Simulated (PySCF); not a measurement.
Working out the ionisation energy of Sc

Sc [Ar] 3d1 4s2 (2D) → Sc⁺ [Ar] 3d1 4s1 (3D). Calculation: PySCF 2.14, in x2c-TZVPPall (6s5p4d2f1g, 64 functions); scalar relativity by spin-free X2C-1e. Frozen: [Ne]. Energies in hartree (1 hartree = 27.21139 eV):

```tsv
part	Sc (lower)	Sc⁺ (upper)
UHF	-763.276410	-763.078182
CCSD correlation	-0.258657	-0.219768
(T)	-0.007784	-0.004266
```

Problem. What does Hartree-Fock give?

Solution. (-763.078182) − (-763.276410) = 0.198228 hartree = 5.394 eV.

Problem. What do CCSD and CCSD(T) give?

Solution. The CCSD correlation energies differ by 0.038889 hartree = 1.058 eV and the triples by 0.003518 hartree = 0.096 eV, so CCSD gives 6.452 eV and CCSD(T) 6.548 eV.

Measured between the centres of the two terms (NIST): 6.562 eV, so CCSD(T) (valence and next inner shell) is off by -0.014 eV.

What remains against the reference includes basis incompleteness, the frozen core and higher excitations.
